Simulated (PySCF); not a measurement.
## Worked example: dipole moment from atomic charges

CH3AlBrF, SMILES [CH3][Al]([F])[Br]. Atoms are numbered in the order given.

```xyz
7

Al     0.1233     0.9319     0.0000
F      1.6865     1.5062     0.0000
Br    -0.1025    -1.3125     0.0000
C     -1.3681     2.1641     0.0000
H     -2.3375     1.6433     0.0000
H     -1.3234     2.8186     0.8868
H     -1.3234     2.8186    -0.8868
```
Charge 0, spin multiplicity 1.

The structure is a stationary point at B3LYP-D3(BJ)/def2-SVP. The structure was generated by enumeration; whether it is a known compound was not checked.

Charges (e) from PBE/def2-TZVP in PySCF:

| atom | Mulliken | ESP fit |
|---|---|---|
| Al1 | 0.625 | 0.837 |
| F2 | -0.301 | -0.392 |
| Br3 | -0.222 | -0.257 |
| C4 | -0.555 | -0.659 |
| H5 | 0.156 | 0.124 |
| H6 | 0.149 | 0.173 |
| H7 | 0.149 | 0.173 |

The dipole moment of the full density is 2.12 D.

### Question
What dipole moment does each set of point charges give, and which comes closer to that of the density?

### Answer

μ = Σ q r, and 1 e Å = 4.8032 D.
Mulliken: Σ q r = (-0.408, 0.316, 0.000) e Å, |μ| = 2.48 D.
ESP fit: Σ q r = (-0.378, 0.280, 0.000) e Å, |μ| = 2.26 D.
ESP fit comes closer in size. Point charges leave out the atoms' own dipoles (lone pairs, polarised bonds); fits to the potential absorb them, partitions of the density don't.
